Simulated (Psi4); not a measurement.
Pair of molecules, SMILES ClB(Cl)Cl with SMILES COC, pulled apart as rigid monomers along the line of their centres of mass from the B3LYP-D3(BJ)/def2-TZVP minimum (SMILES order as in the coordinates).
Starting geometry (charge 0, multiplicity 1):
```xyz
13

Cl     0.6805    -1.5124     0.8971
B     -0.1045     0.0906     1.3321
Cl     0.8459     1.5414     0.7679
Cl    -1.8636     0.1896     0.8607
C     -0.9188    -0.8073     3.6673
O     -0.0792     0.1516     2.9617
C      1.2284     0.2653     3.5940
H     -0.9837    -0.4744     4.6998
H     -0.4693    -1.7961     3.5942
H     -1.8899    -0.7875     3.1904
H      1.0576     0.5439     4.6305
H      1.7678     1.0408     3.0664
H      1.7455    -0.6897     3.5174
```

Calculation: SAPT0/jun-cc-pV(D+d)Z (Psi4).

```json
[
 {"B2···O6 (Å)": "1.50", "electrostatics (meV)": "-5297.9", "exchange (meV)": "8179.1", "induction (meV)": "-4038.9", "dispersion (meV)": "-1171.3", "total": "-2328.9"},
 {"B2···O6 (Å)": "1.63", "electrostatics (meV)": "-3913.0", "exchange (meV)": "5621.9", "induction (meV)": "-3050.4", "dispersion (meV)": "-918.1", "total": "-2259.6"},
 {"B2···O6 (Å)": "2.12", "electrostatics (meV)": "(withheld)", "exchange (meV)": "(withheld)", "induction (meV)": "-869.2", "dispersion (meV)": "-381.9", "total": "-1267.6"}
]
```

Some entries are withheld; supply them.


- 2.12, electrostatics (meV): -1322.6
- 2.12, exchange (meV): 1306.0
